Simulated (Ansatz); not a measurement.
Program: Ansatz. Geometries: PBE0-D4/def2-TZVP. ΔE: electronic, gas phase. CBS: MP2 limit from def2 TZ/QZ plus the TZ coupled-cluster correction, frozen cores. This one scheme is used for every species. Functionals use def2-TZVPP. HSE06 is defined as in plane-wave codes. One conformer a species, not always the lowest.

`[SiH3][SiH2]S` + silanol → `[SiH3]O[SiH2][SiH3]` + H₂S  (ligand exchange at the Si–S bond)

Task: Is it downhill or uphill in electronic energy at CCSD(T)/CBS, and by how much? (An estimate is asked.)

Result: Ansatz gave: Downhill: ΔE = -10.2 kcal/mol.

Task: What do these levels give: PBE-D4, B2PLYP, HSE06, CCSD/def2-TZVPP, HF/CBS(def2), CCSD/CBS(def2)? (Best estimate.)

Result: The calculation gave: PBE-D4 -7.0, B2PLYP -10.7, HSE06 -7.3, CCSD/def2-TZVPP -11.4, HF/CBS(def2) -14.6, CCSD/CBS(def2) -10.9 kcal/mol.

Largest T1 diagnostic among the species: 0.012.

Leaving LDA and LC-ωPBE aside and taking each functional with its dispersion term where it has one, the values, not all of them listed here, spread over 5.8 kcal/mol, from BHLYP-D4 to PBE-D4. LDA lies −1.3 kcal/mol from PBE without D4. In def2-TZVPP, CCSD(T) changes the Hartree–Fock value by +3.2 kcal/mol (the triples alone add +0.7 kcal/mol) and MP2 by +4.1 kcal/mol.
